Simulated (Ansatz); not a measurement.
`O[SiH2][SnH2][OH]` + HCl → `[OH][SnH2][SiH2]Cl` + H₂O  (ligand exchange at the Si–O bond)

Calculated with Ansatz (gas phase, PBE0-D4/def2-TZVP geometries, no zero-point term in ΔE). CCSD(T)/CBS is the MP2 limit (def2-TZVPP, def2-QZVPP) plus CCSD(T) − MP2 in def2-TZVPP, frozen cores. This one scheme is used for every species. DFT in def2-TZVPP. Elements past krypton have def2 core potentials. For Sn outer-core shells are correlated without core-valence functions, which leaves a few kJ/mol of doubt a bond. Each species was taken in one conformer, which may not be the lowest.

```json
{"species": "`O[SiH2][SnH2][OH]`", "PBE0-D4 energy (Eh)": "-657.69798"}
{"species": "HCl", "PBE0-D4 energy (Eh)": "-460.66564"}
{"species": "`[OH][SnH2][SiH2]Cl`", "PBE0-D4 energy (Eh)": "-1041.98944"}
{"species": "H₂O", "PBE0-D4 energy (Eh)": "-76.38097"}
```

Problem. Work out ΔE.

Solution. ΔE = (-1041.98944) + (-76.38097) − (-657.69798) − (-460.66564) = -0.00679 Eh = -4.3 kcal/mol. CCSD(T)/CBS gives -3.6 kcal/mol.

Largest T1 diagnostic among the species: 0.014.
